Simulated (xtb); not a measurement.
SnCl2, SMILES [Cl][Sn][Cl] (connectivity only; charge and spin as stated), neutral, multiplicity 1. All values are semi-empirical tight-binding results from xtb (GFN2-xTB unless named), good for trends rather than for accurate numbers. Geometry optimised at GFN2-xTB. The isomer is the one that the SMILES or the coordinates give; other isomers of the formula were not compared.

For metal compounds this method's bond lengths and energies can be far off.

Estimate the properties. (An estimate is asked for; the answer gives what the named calculation found.)


* **point group as xtb finds it**: C2v
* **orbital gap**: 4.10 eV
* **zero-point energy**: 1.1 kcal/mol
* **G − E(el) at 298.15 K (modified RRHO)**: -17.6 kcal/mol
